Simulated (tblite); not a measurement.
Parent: `[H]/[N:1]=[CH:2]\[CH:3]=[CH:4]\[SiH2:5][SiH3:6]` with N1–C2–C3–C4 178°, C3–C4–Si5–Si6 -104°, C3H9NSi2.

Structures optimised with GFN2-xTB, isolated species. One conformer each, not checked by frequencies here.

```tsv
coordinate of the parent	value
N1=C2	1.262 Å
C2–C3	1.453 Å
C3=C4	1.336 Å
C4–Si5	1.881 Å
Si5–Si6	2.316 Å
N1–C2–C3	127.7°
C2–C3–C4	123.6°
C3–C4–Si5	125.5°
C4–Si5–Si6	109.8°
```

Question: How does the shared frame change in `[H]/[N:1]=[CH:2]\[C:3]([CH:4]=[O:5])=[CH:6]/[SiH2:7][SiH3:8]` with N1–C2–C3–C4 1°, C2–C3–C4–O5 -3°, C3–C6–Si7–Si8 63°, C4H9NOSi2? Atoms pair as N1 = N1, C2 = C2, C3 = C3, C4 = C6, Si5 = Si7, Si6 = Si8 (parent first).

Answer: 
```json
{"parent": "N1=C2", "relative": "N1=C2", "value in the relative": "1.255 Å", "change": "-0.007"}
{"parent": "C2–C3", "relative": "C2–C3", "value in the relative": "1.471 Å", "change": "+0.018"}
{"parent": "C3=C4", "relative": "C3=C6", "value in the relative": "1.348 Å", "change": "+0.012"}
{"parent": "C4–Si5", "relative": "C6–Si7", "value in the relative": "1.888 Å", "change": "+0.007"}
{"parent": "Si5–Si6", "relative": "Si7–Si8", "value in the relative": "2.322 Å", "change": "+0.006"}
{"parent": "N1–C2–C3", "relative": "N1–C2–C3", "value in the relative": "129.4°", "change": "+1.7"}
{"parent": "C2–C3–C4", "relative": "C2–C3–C6", "value in the relative": "121.4°", "change": "-2.2"}
{"parent": "C3–C4–Si5", "relative": "C3–C6–Si7", "value in the relative": "127.4°", "change": "+1.9"}
{"parent": "C4–Si5–Si6", "relative": "C6–Si7–Si8", "value in the relative": "109.7°", "change": "-0.1"}
```

Of the parent's bonds, C2–C3 changes most (+0.018 Å). Bonds of the relative outside the shared frame: C3–C4 1.471, C4=O5 1.206 Å. Point group C1 → C1.

These are computed values.
